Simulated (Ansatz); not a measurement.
Input and output for C₂H₄BNO (`NB1CC1=O`).

```yaml
crystal:
  periodic: [false, false, false]
  atoms:
    - {symbol: N, position_ang: [-0.674453, 1.382932, -0.737410]}
    - {symbol: B, position_ang: [-0.070372, 0.424544, -0.206857]}
    - {symbol: C, position_ang: [0.043055, -0.673360, 0.922175]}
    - {symbol: C, position_ang: [0.965290, -1.015129, -0.493399]}
    - {symbol: O, position_ang: [1.486484, -1.823148, -1.013456]}
    - {symbol: H, position_ang: [-1.269714, 1.844739, 0.189331]}
    - {symbol: H, position_ang: [-0.580105, 1.676456, -1.722407]}
    - {symbol: H, position_ang: [-0.547269, -1.533559, 1.178648]}
    - {symbol: H, position_ang: [0.715191, -0.459824, 1.665537]}
basis:
  gaussian: {orbitals: "6-31++G**", nuclear_model: gaussian}
hamiltonian: {xc: {name: CAM-B3LYP}, dispersion: d3bj}
output: {forces: true}
```

```sh
$ ansatz run in.yaml --threads 2 --pin off --events-out ev --progress --plain --max-ram 4352MiB
```

Shortened log:

```
Functional definition: CAM-B3LYP
1074 factors; integrals over basis functions are off by at most 8.7e-4 eV
334 factors; integrals over basis functions are off by at most 2.1e-5 eV
mean field evaluation 1: about -6335.4641 eV, gradient 7.0e1 eV
mean field evaluation 2: about -6335.3029 eV, gradient 7.1e1 eV
mean field evaluation 4: about -6345.6226 eV, gradient 4.6e0 eV
mean field evaluation 8: about -6345.8452 eV, gradient 4.4e-1 eV
mean field evaluation 16: about -6345.8459 eV, gradient 4.0e-4 eV
mean field -6345.84585581 eV, -233.2055338323 hartree, gradient 2.0e-5 eV, S^2 0.000000; 0 other end points of the search recorded, 0 dependent functions left out
reference -6345.84601017 eV, -233.2055395049 hartree; 18, 18 occupied and 101, 101 virtual orbitals, 1074 factors
Total energy: -6345.96012634 eV, -233.2097331968 hartree
Atom 0 at    -0.674453     1.382932    -0.737410 Å, force    -5.117938     6.526311     0.797990 eV/Å
Atom 1 at    -0.070372     0.424544    -0.206857 Å, force     5.820411    -9.184376     1.203503 eV/Å
Atom 2 at     0.043055    -0.673360     0.922175 Å, force     0.310230    -1.231382    -2.853467 eV/Å
Atom 3 at     0.965290    -1.015129    -0.493399 Å, force    -8.656158    12.915925     6.702167 eV/Å
Atom 4 at     1.486484    -1.823148    -1.013456 Å, force     6.096388    -9.651757    -5.343415 eV/Å
Atom 5 at    -1.269714     1.844739     0.189331 Å, force     1.267137    -0.628640    -4.262182 eV/Å
Atom 6 at    -0.580105     1.676456    -1.722407 Å, force    -0.485475     0.550133     1.323901 eV/Å
Atom 7 at    -0.547269    -1.533559     1.178648 Å, force    -1.125156     0.045747     0.250508 eV/Å
Atom 8 at     0.715191    -0.459824     1.665537 Å, force     1.890563     0.658039     2.180994 eV/Å
Dipole moment:    -0.432458     0.693684     0.067541 e Å
```

It took 2.7 s on 2 threads of an Arm Neoverse V2 on a shared host, with 0.25 GiB of host memory at the peak.
